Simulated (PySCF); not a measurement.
## Shifts of the heteroatoms

Atom-mapped SMILES (the numbers label the heavy atoms): `[CH3:1][C:2]([CH3:3])([CH3:4])/[CH:5]=[N:6]\[SiH2:7][PH2:8]`. Hydrogens are named by the atom that carries them.

[PySCF 2.14: NMR shieldings at PBE0/pcSseg-1/GIAO; GFN2-xTB structure; isolated molecule; one computed conformer; averaged over atoms made equivalent by symmetry, fast rotation or ring inversion; relativity neglected]

Question: What are the ³¹P shifts?

Answer: 
| atoms | environment | σ (ppm) | δ (ppm) |
| --- | --- | --- | --- |
| P8 | phosphorus bonded to Si, 2 H | 622.7 | -245.8 |

Shieldings were converted by a linear fit to measured shifts: ³¹P (scatter 18.1 ppm rms vs H3PO4, solution or neat liquid). Occasional misses reach two or three times the rms, and more in compound classes unlike the fitted ones.

On a 500 MHz spectrometer ³¹P resonates near 202.4 MHz, so 1 ppm is 202.4 Hz.

Question: Predict the ²⁹Si NMR data.

Answer: 
```json
{"atoms": "Si7", "environment": "silicon bonded to N, P, 2 H", "σ (ppm)": "404.4", "δ (ppm)": "-52.4"}
```

Shieldings were converted by a linear fit to measured shifts: ²⁹Si (scatter 8.9 ppm rms, 25.8 ppm with the 6 outliers that the fit left out vs TMS, solution or neat liquid). A few per cent of atoms miss by over 2 rms, more outside the fitted compound classes.

On a 300 MHz spectrometer ²⁹Si resonates near 59.6 MHz, so 1 ppm is 59.6 Hz.

Question: Where does ¹⁵N resonate?

Answer: 
```tsv
atoms	environment	σ (ppm)	δ (ppm)
N6	imine nitrogen	-94.4	-61.1
```

Shieldings were converted by a linear fit to measured shifts: ¹⁵N: δ = -148.07 − 0.921σ (rms 6.3 ppm, 71 shifts vs CH3NO2, solution or neat liquid). A few per cent of atoms miss by over 2 rms, more outside the fitted compound classes.

On a 300 MHz spectrometer ¹⁵N resonates near 30.4 MHz, so 1 ppm is 30.4 Hz.
